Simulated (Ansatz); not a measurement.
A nudged elastic band was laid between two geometries of BF2H3Si (7 atoms, charge 0, multiplicity 1).

All numbers below come from Ansatz, RKS PBE0-D4/6-31G*.

```json
{
 "movable images": "5",
 "climbing image": "yes",
 "spring": "5.0 eV/Å²",
 "optimiser": "quadratic models (default)",
 "start path": "through a guess of the saddle point",
 "force threshold": "0.03 eV/Å",
 "iteration limit": "60",
 "end points": "relaxed"
}
```

Image 0:

```xyz
7
Properties=species:S:1:pos:R:3
B -0.754 0.942 -0.082
Si 0.512 -0.621 0.039
F 0.606 -1.187 1.539
F 0.025 -1.847 -0.878
H -1.344 1.180 -1.096
H -0.873 1.710 0.828
H 1.888 -0.245 -0.395
```

Image 6:

```xyz
7
Properties=species:S:1:pos:R:3
B -0.321 0.927 -0.183
Si -0.040 -0.906 0.248
F 0.739 -1.425 1.539
F 0.168 -2.077 -0.814
H -0.934 1.077 -1.199
H -0.455 1.612 0.788
H 0.904 0.723 -0.423
```

Task: What changes between the two ends?

Result: Bonds broken: Si2–H7. Bonds formed: B1–H7.

Task: Give the energies along the band, and the barrier.

Result: The run converged. The highest image is number 4 of 0 to 6, 9.7 kcal/mol above the first end and 9.1 kcal/mol above the last; the last end lies 0.5 kcal/mol above the first. A vibrational analysis at the climbing image gives one clearly imaginary mode, 435i cm⁻¹: a first-order saddle point. The orbitals stay closed-shell, which can raise the energy where a bond breaks towards radicals; this wasn't checked here.

```csv
image,path coordinate (Å),energy (kcal/mol),Si2–H7 (Å),B1–H7 (Å)
0,0.00,0.0,1.49,2.91
1,0.32,1.1,1.49,2.70
2,0.63,4.0,1.50,2.46
3,0.95,7.5,1.53,2.19
4,1.27,9.7,1.58,1.87
5,1.60,5.0,1.71,1.49
6,1.94,0.5,2.00,1.26
```

Task: What is the geometry of the highest image?

Result: 
```xyz
7
Properties=species:S:1:pos:R:3:forces:R:3
B -0.667 0.878 -0.092 0.00 0.01 0.00
Si 0.170 -0.789 0.167 0.02 0.00 0.03
F 0.741 -1.357 1.546 -0.01 0.01 -0.01
F 0.181 -2.015 -0.853 0.00 -0.01 -0.02
H -0.968 1.157 -1.214 0.00 0.00 0.00
H -0.508 1.695 0.765 -0.01 0.00 0.00
H 1.112 0.362 -0.365 0.00 -0.01 0.00
```

Task: What are the harmonic wavenumbers there?

Result: 435i, 202, 324, 433, 541, 615, 747, 872, 895, 983, 1001, 1129, 1901, 2644, 2757 cm⁻¹.

The band took 8 iterations and roughly 80 core-seconds.

Time of the run: 79 s on 1 thread of Intel(R) Xeon(R) 6975P-C (Granite Rapids) (shared host), peak memory 0.25 GiB.
